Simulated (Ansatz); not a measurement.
## Two structures, one formula

The two ends of one reaction step of SiH₂SeF₄, closed shell (PBE0-D4/def2-TZVP).

A:

Si1  (-1.119, -0.608, -0.636)
F2  (0.225, -1.406, -0.662)
F3  (-2.250, -1.536, -1.195)
F4  (-1.492, -0.210, 0.828)
F5  (-1.025, 0.656, -1.547)
H6  (2.623, 0.615, 0.365)
Se7  (1.597, 1.579, 0.776)
H8  (1.440, 0.910, 2.071)
(Å)

B:

Si1  (-1.128, 0.245, 0.004)
F2  (2.303, -1.206, -1.301)
F3  (-1.129, -1.324, -0.001)
F4  (-2.293, 0.703, 0.952)
F5  (-1.418, 0.777, -1.444)
H6  (1.977, -0.562, -0.714)
Se7  (0.855, 1.090, 0.639)
H8  (0.832, 0.278, 1.865)
(Å)

Computed with Ansatz 0.2.0 (basis: def2-TZVPP); correlated methods freeze the cores. Filled d shells of the heavier atoms are correlated. The def2 sets are not built for correlating such inner shells, so the correlated values are less sure here. B3LYP uses VWN-RPA correlation.

(1) Which structure is lower at CCSD(T), and by how much? (To be estimated.)

The T1 diagnostic stays at or below 0.011.

Results:

(1) The calculation gives: A, by 22.40 kcal/mol (electronic energy, against the other). By their contacts, A is a complex of SiF₄ ([F][Si]([F])([F])[F]) + H₂Se and B is a complex of SiHSeF₃ ([F][Si]([F])([F])[SeH]) + HF.

All methods give the same order:

```csv
method,E(B) − E(A) (kcal/mol)
SPW92,17.07
PBE-D4,16.34
BLYP-D4,19.60
r2SCAN-D4,21.25
B97M-V,23.52
PBE0-D4,18.22
B3LYP-D4,21.05
r2SCAN0-D4,21.73
BHLYP-D4,23.42
CAM-B3LYP-D4,22.72
wB97X-V,21.11
wB97M-V,21.35
B2PLYP,22.02
PBE-QIDH,20.26
RPA on PBE,23.15
HF,28.30
MP2,20.97
CCSD,23.50
CCSD(T),22.40
```

Labels in which every atom is bracketed show which atoms are joined, not bond orders.

For scale, one of the runs: CCSD(T)/def2-TZVPP, 242 basis functions, launched by `ansatz run in.yaml --threads 8 --pin off --events-out ev --progress --plain --max-ram 19148MiB`. Hardware: 8 CPU threads of an Arm Neoverse V1, shared host. Wall time 3.5 min; peak host memory 5.4 GiB.
